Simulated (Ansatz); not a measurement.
`C[Se][AsH2]` + silanol → `[SiH3]O[AsH2]` + `C[SeH]`  (ligand exchange at the As–Se bond)

Calculated with Ansatz (gas phase, PBE0-D4/def2-TZVP geometries, no zero-point term in ΔE). CBS: MP2 limit from def2 TZ/QZ plus the TZ coupled-cluster correction, frozen cores. DFT in def2-TZVPP. For As, Se outer-core shells are correlated without core-valence functions, which leaves a few kJ/mol of doubt a bond. Scalar relativity is left out up to krypton.

`C[Se][AsH2]`:

```xyz
8

C    -1.449   -0.373   -0.007
Se   -0.074    0.618   -0.976
As    1.706    0.121    0.510
H    -2.371   -0.239   -0.573
H    -1.200   -1.431    0.034
H    -1.577    0.031    0.995
H     2.712   -0.266   -0.567
H     2.252    1.540    0.582
```

`O[SiH3]`:

Z-matrix (Å, degrees):
```
Si
O 1 1.648
H 1 1.489 2 111.7
H 1 1.489 2 111.7 3 120.9
H 1 1.481 2 105.9 3 -119.6
H 2 0.957 1 117.9 3 -60.5
```

`[SiH3]O[AsH2]`:

Cartesian coordinates in Å:
```
Si 0.126 1.225 0.504
O 0.465 -0.317 0.048
As -0.673 -1.444 -0.768
H -1.023 1.266 1.450
H -0.213 2.072 -0.673
H 1.341 1.754 1.168
H 0.317 -1.906 -1.837
H -0.339 -2.650 0.109
```

`C[SeH]`:

```xyz
6

C     0.333   -0.276   -0.333
Se   -0.153    0.644    1.315
H    -0.309   -1.140   -0.492
H     1.360   -0.611   -0.197
H     0.285    0.405   -1.180
H    -1.517    0.978    0.888
```

```csv
level,ΔE (kJ/mol)
r2SCAN,65.2
r2SCANh,66.4
```

What does CCSD(T)/CBS give? (Best estimate.)

Ansatz gave: +64.3 kJ/mol. The listed levels differ from it by 0.9, 2.1 kJ/mol.

Largest T1 diagnostic among the species: 0.012.

At CCSD(T), def2-SVP lies −12.3 kJ/mol from the extrapolated value and def2-TZVPP −6.3 kJ/mol. Leaving LDA and LC-ωPBE aside and taking each functional with its dispersion term where it has one, the values, not all of them listed here, spread over 18.4 kJ/mol, from B97M-V to HSE06-D4.
